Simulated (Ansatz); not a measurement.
Stepwise reaction of `O[SiH](O)F` with hydrogen fluoride, as a gas-phase model of exchange steps in deposition or etching. ΔE in kJ/mol; ΔG adds harmonic PBE0-D4 terms to CCSD(T)/CBS, at 1 bar.

Computed with Ansatz on PBE0-D4/def2-TZVP structures; ΔE is electronic, products minus reactants. CCSD(T)/CBS adds triple-zeta CCSD(T) − MP2 to the extrapolated MP2 energy (def2 sets, frozen cores). This one scheme is used for every species. Functionals use def2-TZVPP. B3LYP here is the variant with VWN-RPA as its local correlation; programs differ in this. One conformer a species, not always the lowest.

```
step                                 reaction  PBE-D4  B3LYP-D4  ωB97M-V  CCSD(T)/CBS  ΔG(400 K)
   1  `O[SiH](O)F` + H–F → `O[SiH](F)F` + H₂O   -39.5     -41.8    -41.5        -41.6      -42.4
```

(1) Give the row of step 2, `O[SiH](F)F` + H–F → `F[SiH](F)F` + H₂O. (Estimate.)

(2) By hand: ΔE of the 2 steps together at CCSD(T)/CBS.

Answers

(1) Ansatz gave: 
```csv
step,reaction,PBE-D4,B3LYP-D4,ωB97M-V,CCSD(T)/CBS,ΔG(400 K)
2,`O[SiH](F)F` + H–F → `F[SiH](F)F` + H₂O,-34.0,-35.6,-35.6,-36.5,-32.8
```

(2) (-41.6) + (-36.5) = -78.1 kJ/mol, or -39.0 kJ/mol a step.

In ΔE each step is higher than the one before. All are downhill at CCSD(T)/CBS. ΔG lies between -42.4 and -32.8 kJ/mol a step. PBE-D4 differs from CCSD(T)/CBS by 2.1 to 2.5 kJ/mol a step. Isolated molecules leave out the surface, adducts and barriers. Largest T1 diagnostic: 0.012.
